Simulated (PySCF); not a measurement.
Dissociation curve of CCl, doublet.

UKS-wB97X-V = unrestricted wB97X-V/cc-pVDZ (PySCF); UCCSD = CCSD on UHF/cc-pVDZ, 6 core orbitals frozen (PySCF); ROKS-wB97X-V = restricted open-shell wB97X-V/cc-pVDZ run with PySCF.

Energies are in mEh, each relative to the lowest point of its own curve near equilibrium.

```
R / Å  UKS-wB97X-V       UCCSD  ROKS-wB97X-V
-----  -----------  ----------  ------------
1.33         114.1       122.6         114.0
1.38          74.2        80.9          74.2
1.47          29.1  (withheld)          29.0
1.54          10.6        13.0          10.6
1.61           1.8  (withheld)           1.8
1.65           0.0         0.5           0.0
1.71           0.4         0.0           0.4
1.75           2.4  (withheld)           2.4
1.81           7.1  (withheld)           7.1
1.92          19.7  (withheld)          19.7
2.03          35.0  (withheld)          35.0
```

Problem. Some entries are withheld; supply them.

Solution. 
- 1.47, UCCSD: 33.1
- 1.61, UCCSD: 3.0
- 1.75, UCCSD: 1.4
- 1.81, UCCSD: 5.3
- 1.92, UCCSD: 16.4
- 2.03, UCCSD: 30.2

The scan ran from 1.33 to 6.63 Å; beyond the distances shown one of the unrestricted levels run for this scan, shown here or not, changes its spin distribution in one step.
